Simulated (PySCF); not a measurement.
The PySCF input:
```python
from pyscf import gto, scf, mp

mol = gto.M(
    atom='''
B    -0.50925709    0.20412371   -0.61526094
H    -1.25522314   -0.26241408   -1.38164238
O    -0.32606275    1.51631569   -0.63802988
H     0.28104137    1.92771857   -0.01989709
S     0.31777304   -0.92421771    0.52429392
H     1.04460049   -0.02896512    1.19338047
''',
    basis='aug-cc-pvdz',
    verbose=4,
    max_memory=1800,
)

mf = scf.RHF(mol)
mf.kernel()

pt = mp.MP2(mf, frozen=7)
pt.kernel()
print('E(MP2) = %.10f' % pt.e_tot)
```

Question: Estimate the SCF-reference dipole moment that MP2/aug-cc-pVDZ in PySCF returns for this input.

Answer: 1.98 D

Question: What is the computed number of basis functions (MP2/aug-cc-pVDZ)?

Answer: 100

Question: Estimate the SCF-reference HOMO energy that MP2/aug-cc-pVDZ returns for this input.

Answer: -10.68 eV
